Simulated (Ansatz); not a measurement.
Harmonic frequencies (cm⁻¹) at PBE0-D4/def2-TZVP from Ansatz: 87, 157, 193, 228, 246, 260, 285, 292, 384, 456, 469, 555, 714, 746, 819, 860, 898, 947, 1579, 2712, 2722, 3596, 3690, 3895.

Each molecule was computed in one conformer, which needn't be the lowest.

**Question.** Which molecule is it?
A. `B[N]1C[NH][Zn]1`
B. `C=C(O)B(O)O`
C. `F[CH2][Ga]1[SiH2][SiH2]1`
D. `N[Si](O)(S)S`

**Answer.** D.
